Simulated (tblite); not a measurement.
C5H4F3NO.
Structure used (GFN2-xTB), in Å, numbered top down from 1:
```
atom  x, y, z in Å
N1    -2.9753   -0.1805    0.5578
C2    -1.7653   -0.7545    0.3481
O3    -1.6048   -1.9561    0.3518
C4    -0.6656    0.2142    0.1162
C5     0.5793   -0.2206   -0.1052
C6     1.7011    0.6512   -0.3388
F7     1.4670    1.9793   -0.3336
C8     2.9571    0.2438   -0.5599
F9     3.3149   -1.0296   -0.5894
F10    3.9954    1.0317   -0.7753
H11   -3.7683   -0.7781    0.7219
H12   -3.1127    0.8139    0.5559
H13   -0.9005    1.2683    0.1322
H14    0.7772   -1.2834   -0.1137
```

Computed values, GFN2-xTB/tblite, gas phase, harmonic and unscaled. Against measured fundamentals such values can be off by several per cent, at times by over 20. One conformer, not necessarily the lowest.

Harmonic wavenumbers (cm⁻¹): 41.9, 78.2, 86.8, 146.7, 183.8, 204.0, 235.3, 286.0, 313.6, 415.5, 429.1, 482.9, 506.8, 539.0, 551.6, 610.3, 659.1, 792.5, 819.9, 909.3, 992.5, 1039.3, 1064.6, 1185.4, 1219.4, 1238.9, 1283.6, 1314.5, 1450.3, 1632.6, 1713.4, 1737.9, 3078.9, 3090.4, 3475.0, 3548.2.

A = 3185, B = 567.1, C = 481.4 MHz; mass 151.024 u (most abundant isotopes); point group Cs, symmetry number 1.

What is the zero-point energy?

Half the sum of the wavenumbers: 18679 cm⁻¹ = 53.41 kcal/mol.

Entropy at 200 K, 1 bar (ideal gas, RRHO, classical rotation)?

Translation 38.99, rotation 29.10, vibration 20.31: S = 88.4 cal/(mol K).

And Cp and H(200 K) − H(0)?

Cp = 29.74 cal/(mol K), of which vibrations give 21.79 (their classical limit is 36 R = 71.5); H(200 K) − H(0) = 3.81 kcal/mol without the zero-point energy, 2.22 from vibrations.

Which modes carry the vibrational entropy at 200 K?

41.9 cm⁻¹: 4.38; 78.2 cm⁻¹: 3.16; 86.8 cm⁻¹: 2.95; 146.7 cm⁻¹: 1.97; 183.8 cm⁻¹: 1.57; 204.0 cm⁻¹: 1.39 cal/(mol K); the other 30 give 4.89 together.

What must be added to the electronic energy to get the Gibbs energy at 200 K and 1 bar?

ZPE + [H(200 K) − H(0)] − T·S = 53.41 + 3.81 − 17.68 = 39.54 kcal/mol.

Blend soft modes into free rotors: weight 1/[1 + (100 cm⁻¹/ν̃)⁴] for the oscillator and the rest for a rotor with moment μB/(μ + B), μ = h/(8π²ν), B = 10⁻⁴⁴ kg m². What vibrational entropy results?

18.83 cal/(mol K) in place of 20.31, which changes −T·S at 200 K by +0.30 kcal/mol.

Hindered rotation and anharmonicity are outside this model. Other conformers, if any are populated, would add a mixing term that is left out.
